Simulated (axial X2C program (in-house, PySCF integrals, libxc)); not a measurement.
## CuGa: cheaper levels and CCSD(T), 2c

All values were computed with an in-house relativistic program for diatomic molecules. Two-component (2c) means X2C with spin–orbit coupling and atomic mean-field two-electron Coulomb and Gaunt terms. Basis: Ga dyall-cv3z [9s9p7d4f1g], Cu dyall-cv3z [9s9p6d3f2g] (cores contracted in-house); Gaussian nuclei, density fitting, unrestricted open shells. Masses: Ga 68.926 u, Cu 62.930 u.

State: Ω = 0 (closed shell); fragments Ga + Cu.

```
level  Re (Å)  ωe (cm⁻¹)  De (eV)
 PBE0   2.372      216.4      n/a
   HF   2.592      164.4      n/a
  MP2   2.321      234.9     1.98
 CCSD   2.399      206.6     1.91
  M06   2.385      213.4      n/a
```

Correlated methods: 14 electrons correlated (number of frozen shells: Ga 3 s, 2 p, 1 d; Cu 3 s, 2 p), 310 virtual spin orbitals or spinors in MP2, 90 natural virtuals in coupled cluster.

CCSD(T), same Hamiltonian and basis:

Re = 2.358 Å, ωe = 222.8 cm⁻¹; T1 = 0.037 (Lee–Taylor normalisation).

Problem. Give the differences from CCSD(T) in the columns below.

Solution. 

```
level  ΔRe (Å)  Δωe (cm⁻¹)
 PBE0    0.014        -6.4
   HF    0.234       -58.4
  MP2   -0.037        12.1
 CCSD    0.041       -16.2
  M06    0.027        -9.4
```

Occupations by symmetry block were frozen at the best pattern of an incomplete PBE0 search. Closed shells are restricted here (equal orbitals for both partners); the stretched side of such a curve lies too high. Dissociation energies refer to the lowest single-determinant-based atoms at the same level and basis. De is not given where an atomic determinant may have missed its ground term or J level, or where the truncated virtual space spoils (T). Coupled cluster ran in a truncated set of natural virtual spinors; the MP2 energy of the rest was added. (T) has no such correction and the atoms are truncated less, which lowers De at CCSD(T) by a hundredth of an eV or more. The functionals have no current-density term, which raises determinants with orbital currents, atoms included. The T1 diagnostic is large, a sign of multireference character. With the outer-core shells frozen, correlated bond lengths of heavy atoms tend to come out a few hundredths of an ångström too long.
